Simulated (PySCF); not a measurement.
SiClF2I, SMILES F[Si](F)(Cl)I.

Geometry: B3LYP-D3(BJ)/def2-SVP. The def2 effective core potentials stand for the cores of I; spin–orbit coupling is left out.

All values below come from B3LYP-D3(BJ)/def2-SVP (PySCF).

Frequencies are harmonic and unscaled.

```csv
mode,ν (cm⁻¹),IR (km/mol),Raman (Å⁴/amu),depolarisation,moving atoms (share of kinetic energy)
1,127,0.2,3.1,0.64,"Cl 57 %, F 18 %, I 15 %, Si 9 %"
2,171,0.3,1.3,0.75,F 86 %
3,222,6.7,4.7,0.33,"F 61 %, I 33 %"
4,241,6.9,1.5,0.75,"F 54 %, Si 26 %, Cl 19 %"
5,292,17.1,2.9,0.45,"F 65 %, Cl 26 %, Si 8 %"
6,410,83.0,4.6,0.01,"Si 46 %, F 35 %, Cl 14 %"
7,600,265.7,2.7,0.18,"Si 65 %, Cl 30 %"
8,894,175.1,2.8,0.04,"F 60 %, Si 40 %"
9,978,126.6,0.7,0.75,"F 52 %, Si 48 %"
```
